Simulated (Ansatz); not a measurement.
```yaml
crystal:
  periodic: [false, false, false]
  atoms:
    - {symbol: Cr, position_ang: [-0.384130, -0.002737, 0.113655]}
    - {symbol: O, position_ang: [0.211818, -1.507042, -0.026359]}
    - {symbol: O, position_ang: [0.172322, 1.509768, -0.087296]}
basis:
  gaussian: {orbitals: def2-TZVPP}
total_charge: -2
hamiltonian: {xc: {name: r2SCAN50}}
scf: {omitted_lower_state_checks: [starts]}
output: {forces: true}
```

```sh
$ ansatz run in.yaml --threads 2 --pin off --events-out ev --progress --plain --max-ram 4352MiB
```

Shortened log:

```
Functional definition: r2SCAN50
  name "r2SCAN50"
  cite "Bursch, Neugebauer, Ehlert & Grimme, J. Chem. Phys. 156, 134105 (2022) doi:10.1063/5.0086040"
  cite "Furness, Kaplan, Ning, Perdew & Sun, J. Phys. Chem. Lett. 11, 8208 (2020) doi:10.1021/acs.jpclett.0c02405"
  cite "Furness, Kaplan, Ning, Perdew & Sun, J. Phys. Chem. Lett. 11, 9248 (2020) doi:10.1021/acs.jpclett.0c03077"
  parent r2scan
  parameter a = 0.5
  parameter k0 = 0.174
  parameter k1 = 0.065
  parameter a1 = 4.9479
  exchange = (1 - a)*r2scan_x(k0 = k0, k1 = k1, a1 = a1) + a*exact_x
  correlation = r2scan_c
these checks for a lower state are left out or cut short: starts
906 factors; their error is unknown
mean field evaluation 1: about -32455.6189 eV, gradient 1.4e2 eV
mean field evaluation 2: about -32005.4431 eV, gradient 5.9e2 eV
mean field evaluation 4: about -32442.9598 eV, gradient 2.2e2 eV
mean field evaluation 8: about -32505.0191 eV, gradient 1.9e1 eV
mean field evaluation 16: about -32506.1107 eV, gradient 1.4e-5 eV
mean field -32506.11072923 eV, -1194.5775358659 hartree, gradient 8.1e-6 eV, S^2 0.000000; 0 other end points of the search recorded, 0 dependent functions left out
the calculation of the forces begins
reference -32506.11073563 eV, -1194.5775361012 hartree; 21, 21 occupied and 105, 105 virtual orbitals, 906 factors
Total energy: -32506.11073563 eV, -1194.5775361012 hartree
Atom 0 at    -0.384130    -0.002737     0.113655 Å, force    -0.238605    -0.001698     0.070597 eV/Å
Atom 1 at     0.211818    -1.507042    -0.026359 Å, force     0.122144    -0.216213    -0.030914 eV/Å
Atom 2 at     0.172322     1.509768    -0.087296 Å, force     0.116461     0.217911    -0.039683 eV/Å
Dipole moment:     0.411495     0.002928    -0.121751 e Å
Checks for a lower state left out: starts
```

It took 12 s on 2 threads of Arm Neoverse V1 on a shared host.

A multiply charged anion in the gas phase is held together partly by the finite basis. The highest occupied level of an anion often lies above zero with these methods, and sets without diffuse functions describe the outer electron poorly. This restricted singlet of an open-shell metal wasn't tested against broken symmetry or higher spin.

The dipole of an ion depends on the origin.
